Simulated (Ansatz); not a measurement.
Born–Oppenheimer molecular dynamics of AlClH3NO (7 atoms, charge 0, multiplicity 1). It starts from a relaxed structure.

The calculation used Ansatz, RKS r2SCANh-D4/STO-3G.

- ensemble: NVT, Nosé–Hoover chain
- time step: 0.5 fs
- steps asked: 166
- set temperature: 500 K
- thermostat: time constant 100 fs, chain length 3 (defaults)
- seed: 245463

First frame:

```xyz
7
Properties=species:S:1:pos:R:3
Al -0.070 0.009 0.009
O 0.043 -0.253 1.679
H -0.917 -0.403 1.975
Cl 1.692 0.363 -1.027
N -1.539 0.002 -0.879
H -2.480 -0.160 -0.492
H -1.612 0.160 -1.894
```

Question: What does the run give?

Answer: The run went to its last step.

```json
{"steps done": "166", "time covered": "83 fs", "mean temperature over the second half": "286 K", "spread of the potential energy over the second half": "4.7 meV per atom", "mean potential energy of the second half above the start": "24.5 meV per atom"}
```

The conserved energy stayed within 0.46 meV per atom of its start (net change 0.44 meV per atom), so the integration is sound. The mean temperature of the second half is 43 % below the set value. A run of 0.083 ps of so small a system gives no equilibrium averages. Limits of this set-up: minimal basis.

Question: What happens to the structure?

Answer: The same pairs are bonded in the first frame and the last. Pairs count as bonded within 1.25 times the sum of covalent radii (0.12 Å more for H–H). Another seed would give other details.

Question: How do temperature and energy run in time?

Answer: 
```
time (fs)  T (K)  potential energy less start (eV)  conserved less start (meV/atom)
        0    500                             0.000                             0.00
      6.5    299                             0.132                             0.37
       13    298                             0.132                             0.06
     19.5    168                             0.219                             0.35
       26    189                             0.204                             0.07
     32.5     93                             0.270                             0.30
       39    184                             0.212                             0.15
     45.5    210                             0.200                             0.27
       52    231                             0.192                             0.20
     58.5    283                             0.164                             0.17
       65    328                             0.146                             0.31
     71.5    358                             0.136                             0.12
       78    274                             0.204                             0.39
```

Time of the run: 6.5 min on 1 thread of Arm Neoverse V1, on a shared host, peak memory 0.11 GiB.
